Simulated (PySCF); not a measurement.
C₃H₇ClSi, SMILES C1([SiH2]Cl)CC1. Geometry optimised at PBE-D3(BJ)/def2-SVP. This is a generated structure with no PubChem entry under its InChIKey; it may be hypothetical. Other conformers were not sampled.

Computed equilibrium geometry at PBE-D3(BJ)/def2-SVP (PySCF confirms it by a frequency run) as Cartesian coordinates in Å (one conformer of several):
```xyz
12

Cl     2.0818     0.5254    -0.1963
Si     0.4767    -0.7291     0.2729
C     -1.0925     0.2516     0.4812
C     -2.4265    -0.4127     0.1543
C     -1.8964     0.6726    -0.7384
H      0.2881    -1.6936    -0.8657
H      0.8437    -1.4739     1.5246
H     -1.1033     0.9568     1.3302
H     -3.2787    -0.1860     0.8138
H     -2.4202    -1.4482    -0.2251
H     -2.3806     1.6610    -0.7075
H     -1.5209     0.3910    -1.7361
```
